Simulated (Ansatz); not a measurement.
Ideal-gas functions of hydrogen selenide (`[SeH2]`) at 400 K and 1 bar, from an Ansatz frequency run at PBE0-D4/def2-TZVP.

Molar mass 80.98 g/mol, point group C2v (symmetry number 2), electronic degeneracy 1, moments of inertia 2.071, 2.213, 4.285 u Å². Harmonic wavenumbers (cm⁻¹, unscaled): 1062, 2455, 2468.

Use S(trans) = R[1.5 ln M + 2.5 ln T − 1.1517]; rotational temperatures θ = 24.2544 K / I; S(rot) = R[ln(√π/σ · √(T³/θAθBθC)) + 1.5]; for each mode x = 1.438777 ν̃/T, S = R[x/(eˣ − 1) − ln(1 − e⁻ˣ)] and H = RT x/(eˣ − 1); 1 cm⁻¹ = 0.0119627 kJ/mol; R = 8.31446 J/(mol·K).

Problem. By hand: the entropy, in J/(mol·K).

Solution. Translation 169.8. Rotation: θ = 11.7114, 10.96, 5.6603 K, giving 58.8. Vibration, mode by mode: 0.90, 0.01, 0.01, in all 0.9. Electronic 0.0. Sum 229.5 J/(mol·K).

Problem. By hand: H − E and G − E in kJ/mol, counted from the electronic energy.

Solution. Zero-point energy ½ × 5985 × 0.0119627 = 35.8; thermal vibration 0.3; translation, rotation and pV give 4 RT = 13.3. H − E = 49.4 kJ/mol, and G − E = 49.4 − 400 × 229.5/1000 = -42.4 kJ/mol.

Vibration gives 0 % of the entropy; all modes have x over 3 and are hardly excited.
